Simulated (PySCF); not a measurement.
[NiI4]2-: what the settings change

[NiI4]2-: Ni(II) (d8), charge -2. The structure is a PBE0-D3(BJ)/def2-SVP, IEF-PCM water geometry optimised for multiplicity 3; coordination tetrahedral, point group Cs, metal–donor distances 2.63 Å.

```
5

Ni    0.0000    0.0000    0.0000
I     1.5941    1.5160    1.4527
I     1.5941   -1.4527   -1.5160
I    -1.2997   -1.6166    1.6166
I    -1.2531    1.6327   -1.6327
```

Method (PySCF 2.14, density fitting): CASSCF(8,5) with orbitals averaged over all microstates of the shell, strongly contracted NEVPT2 on the averaged canonical orbitals; basis x2c-TZVPall on the metal, x2c-SVPall elsewhere; spin-free X2C; IEF-PCM water; spin-orbit coupling by state interaction with the mean-field operator over all roots.

Base run: NEVPT2 ground state 3A'' (from 3T1), next 3A'' (from 3T1) at 1107, then 3A' (from 3T1) at 1158 cm⁻¹, 10Dq(CASSCF) 1757, B(CASSCF) 1250, ζ 608 cm⁻¹, μeff(300 K) 4.29 μB.

Problem. What happens with the basis x2c-TZVPall on all atoms?

Solution. NEVPT2 ground state 3A'' (from 3T1), next 3A'' (from 3T1) at 1117, then 3A' (from 3T1) at 1177 cm⁻¹, 10Dq(CASSCF) 1778, B(CASSCF) 1249, ζ 607 cm⁻¹, μeff(300 K) 4.28 μB. It took 140 s against 46 s on a shared host of the same kind.

Problem. What happens with orbitals averaged over the highest spin alone?

Solution. NEVPT2 ground state 3A'' (from 3T1), next 3A'' (from 3T1) at 1037, then 3A' (from 3T1) at 1084 cm⁻¹, 10Dq(CASSCF) 1733, B(CASSCF) 1257, ζ 614 cm⁻¹, μeff(300 K) 4.35 μB.

NEVPT2 lifts 3A'' (from 3A2) from 3156 to 5960 cm⁻¹; on the d shell alone such lifts tend to overshoot.
